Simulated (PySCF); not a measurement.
PySCF 2.14 output of an unrestricted PBEsol calculation on a single atom or ion in x2c-TZVPPall with one added diffuse shell each of s, p, d, f type (12s8p8d5f2g, 129 functions), with the spin-free X2C one-electron Hamiltonian (Gaussian nucleus):

```
SCF conv_tol = 1e-09
number electrons alpha = 34  beta = 27
    J. P. Perdew, A. Ruzsinszky, G. I. Csonka, O. A. Vydrov, G. E. Scuseria, L. A. Constantin, X. Zhou, and K. Burke.,  Phys. Rev. Lett. 100, 136406 (2008)
    J. P. Perdew, A. Ruzsinszky, G. I. Csonka, O. A. Vydrov, G. E. Scuseria, L. A. Constantin, X. Zhou, and K. Burke.,  Phys. Rev. Lett. 100, 136406 (2008)
cycle= 1 E= -10422.2380514739  delta_E= -0.0286  |g|= 0.367  |ddm|= 0.755
cycle= 2 E= -10422.1953277898  delta_E= 0.0427  |g|= 0.693  |ddm|=  0.6
cycle= 3 E= -10422.2563189761  delta_E= -0.061  |g|= 0.0175  |ddm|= 0.38
cycle= 4 E= -10422.2563819929  delta_E= -6.3e-05  |g|= 0.0032  |ddm|= 0.0194
cycle= 5 E= -10422.25638396  delta_E= -1.97e-06  |g|= 0.000491  |ddm|= 0.00405
cycle= 6 E= -10422.2563840191  delta_E= -5.91e-08  |g|= 3.89e-05  |ddm|= 0.000663
cycle= 7 E= -10422.2563840227  delta_E= -3.6e-09  |g|= 1.13e-05  |ddm|= 0.00036
cycle= 8 E= -10422.2563840233  delta_E= -5.82e-10  |g|= 2.21e-06  |ddm|= 0.000173
converged SCF energy = -10422.2563840233  <S^2> = 15.752246  2S+1 = 8.0005615
```

The run itself started from symmetry-adapted Hartree-Fock orbitals and held the occupation by maximum overlap, on a logarithmic radial grid, so the iterations belong to that start.

**Question.** Which element, charge and spin multiplicity is this?

**Answer.** Sm⁺ (samarium, charge +1), multiplicity 8; the state was [Xe] 4f6 6s1, high-spin 8F determinant.

Spin-orbit coupling, absent here, splits the open shell strongly.
